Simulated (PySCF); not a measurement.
# BHandHLYP on S (sulfur, neutral)

Configuration: [Ne] 3s1 3p4 4s1, high-spin 5P determinant (an excited configuration). Calculation: PySCF 2.14, in dyall-acv3z; the spin-free X2C one-electron Hamiltonian (Gaussian nucleus).

- Total energy: -398.5842 hartree
- One-electron energy: -546.8981 hartree
- Hartree (Coulomb) energy: 173.8755 hartree
- Exchange-correlation energy: -25.5616 hartree
- ⟨S²⟩: 6.0048
- ⟨L²⟩: 2.020
- Sum of ⟨r⟩: 17.94 bohr
- Sum of ⟨r²⟩: 48.94 bohr²
- Traceless quadrupole moment −½Σ⟨3z² − r²⟩ along its main axis: -1.09 e·bohr²
- Langevin diamagnetic susceptibility: -38.8 ×10⁻⁶ cm³/mol

| shell | electrons | mean orbital energy (eV) | spread (eV) | rms radius, mean of both spins (bohr) |
| --- | --- | --- | --- | --- |
| 1s α | 1 | -2466.9 | 0 | 0.112 |
| 1s β | 1 | -2466.0 | 0 | 0.112 |
| 2s α | 1 | -236.78 | 0 | 0.520 |
| 2s β | 1 | -235.59 | 0 | 0.520 |
| 2p α | 3 | -177.22 | 0.540 | 0.492 |
| 2p β | 3 | -176.07 | 0.173 | 0.492 |
| 3s α | 1 | -28.979 | 0 | 1.73 |
| 3p α | 3 | -15.705 | 1.377 | 2.06 |
| 3p β | 1 | -11.956 | 0 | 2.06 |
| 4s α | 1 | -2.638 | 0 | 5.19 |

The outer electron is Rydberg-like, and this basis confines it to a smaller radius and binds it less than a complete one would.

Densities and radii are taken from the X2C orbitals without a picture-change correction, which distorts them close to the nucleus.
